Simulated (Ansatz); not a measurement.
Ansatz (a first-principles code) input (B3LYP/6-31G* with LANL2DZ past Ar): The .json file joins the Basis Set Exchange's 6-31G* for atoms up to Ar and LANL2DZ past it.

Ansatz 0.2 input:
```yaml
crystal:
  periodic: [false, false, false]
  atoms:
    - {symbol: Hf, position_ang: [-0.00000000, 0.00000000, 0.00000000]}
    - {symbol: F, position_ang: [1.85821215, -0.21293465, -0.11724098]}
    - {symbol: F, position_ang: [-0.89585792, -0.44384885, 1.58507911]}
    - {symbol: F, position_ang: [-0.96235423, 0.65678349, -1.46783813]}
basis:
  gaussian:
    orbitals: 6-31Gs+LANL2DZ.json
hamiltonian:
  xc: {name: B3LYP}
magnetization: {spin_polarized: true, initial_magnetization: 1}
phonons: {temperatures: {t_min: 298.15, t_max: 298.15, t_step: 100}}
```

Output:

```
WARN ansatz: RAYON_NUM_THREADS=1 ignored (pool sized by the plan → 1); use --threads N
Functional definition: B3LYP
integrals: 0.02 GiB planned
696 factors; integrals over basis functions are off by at most 2.9e-4 eV
mean field: 0.31 GiB planned
mean field evaluation 1: about -9481.4273 eV, gradient 4.3e1 eV
mean field evaluation 2: about -9451.3871 eV, gradient 1.1e2 eV
mean field evaluation 4: about -9487.3259 eV, gradient 1.4e0 eV
mean field evaluation 8: about -9487.3529 eV, gradient 2.7e-2 eV
mean field evaluation 16: about -9487.3529 eV, gradient 2.3e-5 eV
mean field -9487.35292552 eV, -348.6537892540 hartree, gradient 2.3e-5 eV, S^2 0.750752; 0 other end points of the search recorded, 0 dependent functions left out
the calculation of the forces begins
reference -9487.35319475 eV, -348.6537991482 hartree; 20, 19 occupied and 47, 48 virtual orbitals, 696 factors
these checks for a lower state are left out or cut short: stability, starts, cluster_reference, orbital_swaps, neighbouring_geometries, increment
integrals: 0.02 GiB planned
696 factors; integrals over basis functions are off by at most 2.9e-4 eV
mean field: 0.31 GiB planned
mean field -9487.35282220 eV, -348.6537854571 hartree, gradient 1.8e-6 eV, S^2 0.750752; 0 other end points of the search recorded, 0 dependent functions left out
the calculation of the forces begins
reference -9487.35309143 eV, -348.6537953513 hartree; 20, 19 occupied and 47, 48 virtual orbitals, 696 factors
these checks for a lower state are left out or cut short: stability, starts, cluster_reference, orbital_swaps, neighbouring_geometries, increment
integrals: 0.02 GiB planned
696 factors; integrals over basis functions are off by at most 2.9e-4 eV
mean field: 0.31 GiB planned
mean field -9487.35282044 eV, -348.6537853923 hartree, gradient 1.7e-6 eV, S^2 0.750752; 0 other end points of the search recorded, 0 dependent functions left out
the calculation of the forces begins
reference -9487.35308967 eV, -348.6537952864 hartree; 20, 19 occupied and 47, 48 virtual orbitals, 696 factors
these checks for a lower state are left out or cut short: stability, starts, cluster_reference, orbital_swaps, neighbouring_geometries, increment
integrals: 0.02 GiB planned
696 factors; integrals over basis functions are off by at most 2.9e-4 eV
mean field: 0.31 GiB planned
mean field evaluation 32: about -9487.3529 eV, gradient 7.8e-5 eV
mean field -9487.35288873 eV, -348.6537879022 hartree, gradient 2.3e-6 eV, S^2 0.750753; 0 other end points of the search recorded, 0 dependent functions left out
the calculation of the forces begins
reference -9487.35315800 eV, -348.6537977976 hartree; 20, 19 occupied and 47, 48 virtual orbitals, 696 factors
these checks for a lower state are left out or cut short: stability, starts, cluster_reference, orbital_swaps, neighbouring_geometries, increment
integrals: 0.02 GiB planned
696 factors; integrals over basis functions are off by at most 2.9e-4 eV
mean field: 0.31 GiB planned
mean field -9487.35289553 eV, -348.6537881519 hartree, gradient 1.9e-6 eV, S^2 0.750752; 0 other end points of the search recorded, 0 dependent functions left out
the calculation of the forces begins
reference -9487.35316473 eV, -348.6537980448 hartree; 20, 19 occupied and 47, 48 virtual orbitals, 696 factors
these checks for a lower state are left out or cut short: stability, starts, cluster_reference, orbital_swaps, neighbouring_geometries, increment
integrals: 0.02 GiB planned
696 factors; integrals over basis functions are off by at most 2.9e-4 eV
mean field: 0.31 GiB planned
mean field -9487.35285613 eV, -348.6537867041 hartree, gradient 1.8e-6 eV, S^2 0.750751; 0 other end points of the search recorded, 0 dependent functions left out
the calculation of the forces begins
reference -9487.35312531 eV, -348.6537965964 hartree; 20, 19 occupied and 47, 48 virtual orbitals, 696 factors
these checks for a lower state are left out or cut short: stability, starts, cluster_reference, orbital_swaps, neighbouring_geometries, increment
integrals: 0.02 GiB planned
696 factors; integrals over basis functions are off by at most 2.9e-4 eV
mean field: 0.31 GiB planned
mean field -9487.35284461 eV, -348.6537862805 hartree, gradient 1.8e-6 eV, S^2 0.750753; 0 other end points of the search recorded, 0 dependent functions left out
the calculation of the forces begins
reference -9487.35311389 eV, -348.6537961765 hartree; 20, 19 occupied and 47, 48 virtual orbitals, 696 factors
these checks for a lower state are left out or cut short: stability, starts, cluster_reference, orbital_swaps, neighbouring_geometries, increment
integrals: 0.02 GiB planned
696 factors; integrals over basis functions are off by at most 2.9e-4 eV
mean field: 0.31 GiB planned
mean field -9487.35291459 eV, -348.6537888525 hartree, gradient 2.2e-6 eV, S^2 0.750752; 0 other end points of the search recorded, 0 dependent functions left out
the calculation of the forces begins
reference -9487.35318381 eV, -348.6537987459 hartree; 20, 19 occupied and 47, 48 virtual orbitals, 696 factors
these checks for a lower state are left out or cut short: stability, starts, cluster_reference, orbital_swaps, neighbouring_geometries, increment
integrals: 0.02 GiB planned
696 factors; integrals over basis functions are off by at most 2.9e-4 eV
mean field: 0.31 GiB planned
mean field evaluation 64: about -9487.3529 eV, gradient 7.2e-5 eV
mean field -9487.35291142 eV, -348.6537887360 hartree, gradient 2.6e-6 eV, S^2 0.750753; 0 other end points of the search recorded, 0 dependent functions left out
the calculation of the forces begins
reference -9487.35318068 eV, -348.6537986310 hartree; 20, 19 occupied and 47, 48 virtual orbitals, 696 factors
Total energy: -9487.35319475 eV, -348.6537991482 hartree
Atom 0 at     0.000000     0.000000     0.000000 Å, force     0.000503    -0.000058    -0.000032 eV/Å
Atom 1 at     1.858212    -0.212935    -0.117241 Å, force    -0.002357     0.000270     0.000149 eV/Å
Atom 2 at    -0.895858    -0.443849     1.585079 Å, force     0.000878     0.000704    -0.002307 eV/Å
Atom 3 at    -0.962354     0.656783    -1.467838 Å, force     0.000976    -0.000917     0.002190 eV/Å
Dipole moment:     0.000001    -0.000000    -0.000000 e Å
Vibrations: 72.60 145.41 145.48 700.15 703.90 703.90 cm⁻¹, zero-point energy 0.153210 eV
```

The blocks after the first are displaced geometries, from whose forces the wavenumbers follow.
